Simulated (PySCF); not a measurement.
**How methods differ on the interval between two levels of Al²⁺**

Al²⁺ [Ne] 3s1 [2S1/2, M_J = 1/2] → Al²⁺ [Ne] 3p1 [2P3/2, M_J = 3/2], as a difference of total energies. All numbers are calculated (PySCF 2.14, the two-component X2C-1e Hamiltonian, in x2c-TZVPall-2c). Correlated levels: [Ne] frozen; the 6 highest virtual spinors dropped. "Screened" scales the spin-orbit matrix elements by Boettger's factors to mimic the two-electron term; Breit and QED terms are absent.

```json
{"method": "GHF (spin-free)", "interval between two levels (cm⁻¹)": "53144"}
{"method": "GMP2 (spin-free)", "interval between two levels (cm⁻¹)": "53144"}
{"method": "GCCSD (spin-free)", "interval between two levels (cm⁻¹)": "53144"}
{"method": "GCCSD(T) (spin-free)", "interval between two levels (cm⁻¹)": "53144"}
{"method": "GHF (screened spin-orbit)", "interval between two levels (cm⁻¹)": "53223"}
{"method": "GMP2 (screened spin-orbit)", "interval between two levels (cm⁻¹)": "53223"}
{"method": "GCCSD (screened spin-orbit)", "interval between two levels (cm⁻¹)": "53223"}
{"method": "GCCSD(T) (screened spin-orbit)", "interval between two levels (cm⁻¹)": "53223"}
```
